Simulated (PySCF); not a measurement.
## Mayer bond orders and bond lengths

C6H13O3P.
Atom-mapped SMILES: `[CH3:1][C:2](=[O:3])[P@:4]([CH3:5])(=[O:6])[CH2:7][CH2:8][CH2:9][OH:10]` (hydrogens: H11, H12, H13 on C1; H14, H15, H16 on C5; H17, H18 on C7; H19, H20 on C8; H21, H22 on C9; H23 on O10)

Structure used (GFN2-xTB), in Å, numbered top down from 1:
```xyz
23
C6H13O3P angstrom
C      2.823   -1.799   -0.276
C      2.181   -0.487   -0.560
O      2.631    0.388   -1.253
P      0.513   -0.275    0.278
C      0.760    1.198    1.337
O      0.074   -1.491    0.992
C     -0.537    0.230   -1.156
C     -1.799    1.014   -0.810
C     -2.757    0.253    0.116
O     -2.282    0.161    1.433
H      3.801   -1.883   -0.745
H      2.896   -1.923    0.804
H      2.158   -2.586   -0.632
H      1.453    0.926    2.132
H      1.162    2.024    0.759
H     -0.198    1.465    1.781
H     -0.801   -0.702   -1.667
H      0.095    0.822   -1.821
H     -1.533    1.957   -0.329
H     -2.327    1.245   -1.738
H     -3.700    0.804    0.175
H     -2.963   -0.741   -0.301
H     -1.654   -0.574    1.490
```

Bond orders from the PBE0/pcSseg-1 density (PySCF). Isolated species at its GFN2-xTB geometry (one conformer only).

Q: Where do the orders between heavy atoms depart from those drawn in the SMILES?

A: The largest departure is 0.278, at P4–O6 (drawn double, 1.722). Drawn single, order below 0.88: C2–P4 (0.755).

Q: Give the Mayer order of every bond, beside its length.

A: 
```
   bond  drawn as  length (Å)  Mayer order
  C1–C2    single       1.488        1.009
  C2–O3    double       1.203        1.969
  C2–P4    single       1.879        0.755
  P4–C5    single       1.831        0.982
  P4–O6    double       1.477        1.722
  P4–C7    single       1.848        0.915
  C7–C8    single       1.525        1.051
  C8–C9    single       1.534        1.013
 C9–O10    single       1.403        0.963
 C1–H11    single       1.087        0.950
 C1–H12    single       1.090        0.929
 C1–H13    single       1.090        0.929
 C5–H14    single       1.089        0.944
 C5–H15    single       1.086        0.930
 C5–H16    single       1.089        0.925
 C7–H17    single       1.095        0.927
 C7–H18    single       1.092        0.918
 C8–H19    single       1.092        0.941
 C8–H20    single       1.093        0.946
 C9–H21    single       1.095        0.957
 C9–H22    single       1.097        0.947
O10–H23    single       0.968        0.910
```

By pair of heavy elements: C–C: lowest C1–C2 (1.009, 1.488 Å), highest C7–C8 (1.051, 1.525 Å); in 1 of the 3 pairs the longer bond (by over 0.003 Å) has the higher order (by 0.02 or more). C–O: lowest C9–O10 (0.963, 1.403 Å), highest C2–O3 (1.969, 1.203 Å). C–P: lowest C2–P4 (0.755, 1.879 Å), highest P4–C5 (0.982, 1.831 Å).

Q: Sum the orders of all bonds at each heavy atom with more than one neighbour and set the sums beside the valence in the SMILES.

A: C1 3.817 (drawn 4), C2 3.733 (drawn 4), P4 4.374 (drawn 5), C5 3.781 (drawn 4), C7 3.811 (drawn 4), C8 3.951 (drawn 4), C9 3.880 (drawn 4), O10 1.873 (drawn 2). Orders between atoms that aren't bonded are not in these sums.

For a closed shell the Mayer order of atoms A and B is Σ (PS)μν (PS)νμ over the basis functions μ on A and ν on B, with P the density and S the overlap matrix.

These values come from a run that also computed NMR shieldings. Hardware: Arm Neoverse V2, one thread, no GPU, on a shared host. Cost: 60 s wall, 1.0 GiB resident at most.
